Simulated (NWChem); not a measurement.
The numbers come from NWChem runs, not from measurements. System: CAuClO, charge 1, spin multiplicity 2, at the geometry of a parent with another charge or spin, in a state set for the comparison that need not be this species' ground state. Its SCF solution wasn't tested for a lower state. Level: Ur2SCAN/def2-SVPD with def2 effective core potentials on Au.

The NWChem input:

```
start mol
memory heap 200 mb stack 900 mb global 1100 mb
charge 1
geometry units angstroms nocenter noautoz
  Au     0.000000     0.000000    -0.024670
  Cl     0.000000     0.000000     2.235564
  O      0.000000     0.000000    -3.068191
  C      0.000000     0.000000    -1.918359
  symmetry group C2v
end
basis spherical
  * library def2-svpd
end
ecp
  Au library def2-ecp
end
dft
  xc r2scan
  odft
  mult 2
  semidirect memsize 60000000 filesize 0
  iterations 100
  grid fine
end
task dft energy
```

Part of the output:

```
             Northwest Computational Chemistry Package (NWChem) 7.3.0
             --------------------------------------------------------

                                NWChem Input Module
                                -------------------

 Scaling coordinates for geometry "geometry" by  1.889725989
 (inverse scale =  0.529177249)

 Turning off AUTOSYM since
 SYMMETRY directive was detected!

                             Geometry "geometry" -> ""
                             -------------------------

 Output coordinates in angstroms (scale by  1.889725989 to convert to a.u.)

  No.       Tag          Charge          X              Y              Z
 ---- ---------------- ---------- -------------- -------------- --------------
    1 Au                  79.0000     0.00000000     0.00000000    -0.02467000
    2 Cl                  17.0000     0.00000000     0.00000000     2.23556400
    3 O                    8.0000     0.00000000     0.00000000    -3.06819100
    4 C                    6.0000     0.00000000     0.00000000    -1.91835900

 Effective nuclear repulsion energy (a.u.)     605.4254066287

            Nuclear Dipole moment (a.u.)
            ----------------------------
        X                 Y               Z
 ---------------- ---------------- ----------------
     0.0000000000     0.0000000000    -0.0000453534

      Symmetry information
      --------------------

 Group name             C2v
 Group number             16
 Group order               4
 No. of unique centers     4

      Symmetry unique atoms

     1    2    3    4


 Summary of "ao basis" -> "" (spherical)
 ------------------------------------------------------------------------------
       Tag                 Description            Shells   Functions and Types
 ---------------- ------------------------------  ------  ---------------------
 *                         def2-svpd                  on all atoms

                                 NWChem DFT Module
                                 -----------------

 Summary of "ao basis" -> "ao basis" (spherical)
 ------------------------------------------------------------------------------
[...]
 overlap   1.000  1.000  1.000  1.000  1.000  1.000  1.000  1.000  1.000  1.000

   alpha     11     12     13     14     15     16     17     18     19     20
    beta     11     12     13     14     15     17     16     20     18     19
 overlap   1.000  1.000  0.998  0.999  0.999  0.987  1.000  0.870  0.999  0.997

   alpha     21     22     23     24     25     26     27     28     29     30
    beta     25     21     22     23     24     26     27     28     29     30
 overlap   0.881  1.000  1.000  0.997  1.000  0.999  1.000  0.999  0.999  1.000

   alpha     31     32     33     34     35     36     37     38     39     40
    beta     31     32     33     34     35     36     37     38     39     40
 overlap   0.897  0.896  0.984  0.984  0.868  0.982  0.868  0.745  0.998  0.743

   alpha     41     42     43     44     45     46     47     48     49     50
    beta     44     41     42     43     45     46     47     48     49     50
 overlap   0.979  0.999  0.996  0.997  0.999  0.994  0.980  0.999  0.996  1.000

   alpha     51     52     53     54     55     56     57     58     59     60
    beta     51     53     52     54     55     56     57     58     59     61
 overlap   0.997  0.997  1.000  0.997  0.999  1.000  0.999  1.000  0.999  0.990

   alpha     61     62     63     64     65     66     67     68     69     70
    beta     60     62     63     64     65     66     67     70     69     68
 overlap   1.000  0.989  0.999  1.000  0.996  1.000  0.997  0.848  0.999  0.852

   alpha     71     72     73     74     75     76     77     78     79     80
    beta     73     71     72     74     76     75     77     80     79     78
 overlap   0.996  0.999  0.999  0.999  0.994  1.000  0.997  0.999  0.999  1.000

   alpha     81     82     83     84     85     86     87     88     89     90
    beta     82     81     83     84     85     86     87     88     89     90
 overlap   0.998  1.000  1.000  1.000  0.998  0.999  1.000  0.999  1.000  0.999

   alpha     91     92     93     94     95     96     97     98     99    100
    beta     92     91     93     94     95     96     97     99     98    100
 overlap   1.000  1.000  1.000  1.000  1.000  1.000  1.000  1.000  1.000  1.000

   alpha    101    102    103    104    105
    beta    102    101    103    104    105
 overlap   1.000  1.000  1.000  1.000  1.000

     --------------------------
     Expectation value of S2:
     --------------------------
      <S2> =      0.7541 (Exact =     0.7500)

 center of mass
 --------------
 x =   0.00000000 y =   0.00000000 z =   0.00887093

 moments of inertia (a.u.)
 ------------------
        1319.914032025693           0.000000000000           0.000000000000
           0.000000000000        1319.914032025693           0.000000000000
           0.000000000000           0.000000000000           0.000000000000

     Multipole analysis of the density
     ---------------------------------

     L   x y z        total         alpha         beta         nuclear
     -   - - -        -----         -----         ----         -------
     0   0 0 0      1.000000    -25.000000    -24.000000     50.000000

     1   1 0 0     -0.000000     -0.000000     -0.000000      0.000000
     1   0 1 0     -0.000000     -0.000000     -0.000000      0.000000
     1   0 0 1      0.109148     -2.964667      0.276688      2.797127

     2   2 0 0    -31.874666    -16.191167    -15.683499      0.000000
     2   1 1 0     -0.000000     -0.000000     -0.000000      0.000000
     2   1 0 1      0.000000      0.000000      0.000000      0.000000
     2   0 2 0    -30.478153    -16.237441    -14.240712      0.000000
     2   0 1 1      0.000000      0.000000      0.000000      0.000000
     2   0 0 2    -19.306578   -343.468047   -327.072917    651.234386

 Task  times  cpu:        4.7s     wall:        4.7s

 Total times  cpu:        4.8s     wall:        4.8s
```
